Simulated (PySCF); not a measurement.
# Correlation energy of Al (aluminium, neutral)

[Ne] 3s1 3p1 4s1, high-spin 4P determinant (an excited configuration). All numbers are calculated (PySCF 2.14, the spin-free X2C one-electron Hamiltonian (Gaussian nucleus), in x2c-QZVPPall with one added diffuse shell each of s, p, d, f type (10s7p5d3f1g, 86 functions)). Frozen: [Ne]; 3 electrons correlated.

MP2 pair energies summed by pair of shells (mhartree):

| pair | energy | share (%) |
| --- | --- | --- |
| 3s-3p | -2.65 | 41.1 |
| 3p-4s | -2.29 | 35.6 |
| 3s-4s | -1.51 | 23.4 |

Total MP2 correlation energy: -6.45 mhartree.

Same-spin part -6.45 and opposite-spin part 0.00 mhartree; SCS-MP2 scales them by 1/3 and 6/5 to -2.15 mhartree.
